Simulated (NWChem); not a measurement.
CH$_{5}$FOSn; SMILES [SnH2]([F])[O]C

```xyz
9

Sn    -0.2564     0.4524    -0.0344
F      1.5771     1.0882    -0.1163
O     -0.1995    -1.4446    -0.5681
C      0.4425    -2.4131     0.2133
H     -1.1249     1.2551    -1.2544
H     -0.6932     0.5844     1.6130
H      1.5446    -2.3321     0.1669
H      0.1491    -2.3789     1.2820
H      0.1665    -3.4107    -0.1679
```
Atoms are numbered in this order, from 1.

Level: PBE0/def2-SVP with def2 effective core potentials on Sn (NWChem), optimised geometry, unscaled harmonic frequencies. def2 effective core potentials on Sn; no spin-orbit coupling.

Task: List the harmonic frequencies with IR intensities, and the thermochemistry.

Result: 
```json
[
 {"frequency (cm⁻¹)": "63", "IR intensity (km/mol)": "6.8"},
 {"frequency (cm⁻¹)": "105", "IR intensity (km/mol)": "0.7"},
 {"frequency (cm⁻¹)": "167", "IR intensity (km/mol)": "11.9"},
 {"frequency (cm⁻¹)": "218", "IR intensity (km/mol)": "13.1"},
 {"frequency (cm⁻¹)": "464", "IR intensity (km/mol)": "74.0"},
 {"frequency (cm⁻¹)": "522", "IR intensity (km/mol)": "3.6"},
 {"frequency (cm⁻¹)": "575", "IR intensity (km/mol)": "54.5"},
 {"frequency (cm⁻¹)": "630", "IR intensity (km/mol)": "89.9"},
 {"frequency (cm⁻¹)": "652", "IR intensity (km/mol)": "142.7"},
 {"frequency (cm⁻¹)": "672", "IR intensity (km/mol)": "62.7"},
 {"frequency (cm⁻¹)": "1150", "IR intensity (km/mol)": "191.2"},
 {"frequency (cm⁻¹)": "1175", "IR intensity (km/mol)": "6.6"},
 {"frequency (cm⁻¹)": "1195", "IR intensity (km/mol)": "14.0"},
 {"frequency (cm⁻¹)": "1467", "IR intensity (km/mol)": "3.6"},
 {"frequency (cm⁻¹)": "1472", "IR intensity (km/mol)": "14.7"},
 {"frequency (cm⁻¹)": "1480", "IR intensity (km/mol)": "17.4"},
 {"frequency (cm⁻¹)": "1952", "IR intensity (km/mol)": "90.7"},
 {"frequency (cm⁻¹)": "2001", "IR intensity (km/mol)": "110.8"},
 {"frequency (cm⁻¹)": "2989", "IR intensity (km/mol)": "83.1"},
 {"frequency (cm⁻¹)": "3067", "IR intensity (km/mol)": "48.0"},
 {"frequency (cm⁻¹)": "3112", "IR intensity (km/mol)": "29.4"}
]
```

| Quantity | Result |
|---|---|
| zero-point energy | 35.9 kcal/mol |
| thermal correction to the enthalpy at 298.15 K (with zero-point energy) | 40.7 kcal/mol |
| heat capacity Cv | 20.9 cal/(mol K) |
| entropy at 298.15 K and 1 atm (symmetry number 1) | 83.1 cal/(mol K) |

Rigid rotor and harmonic oscillator; modes under 100 cm⁻¹ make the entropy uncertain.
